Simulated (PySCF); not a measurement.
# How methods differ on the excitation energy of Ru

Ru [Kr] 4d7 5s1 (5F) → Ru [Kr] 4d6 5s1 5p1 (high-spin determinant), as a difference of total energies. Calculation: PySCF 2.14, in ANO-RCC-VTZP; the spin-free X2C one-electron Hamiltonian (Gaussian nucleus). Correlated levels: valence: [Kr] frozen. The calculations carry no spin-orbit coupling.

```json
{"method": "UHF", "excitation energy (eV)": "1.743"}
{"method": "MP2 (valence)", "excitation energy (eV)": "3.092"}
{"method": "SCS-MP2 (valence)", "excitation energy (eV)": "3.408"}
{"method": "CCSD (valence)", "excitation energy (eV)": "2.938"}
{"method": "CCSD(T) (valence)", "excitation energy (eV)": "3.014"}
```

Problem. How much does correlation contribute at CCSD(T) (valence)?

Solution. 3.014 − (1.743) = 1.271 eV, measured against UHF.

A first-order spin-orbit estimate (lowest level to lowest level, LS coupling) adds 0.120 eV.

The basis was made for the ground configuration and has no added diffuse functions, so the excitation energy can come out too high.

The determinant of the upper state mixes LS terms, which raises its energy above the lowest term, most at the Hartree-Fock and MP2 levels.
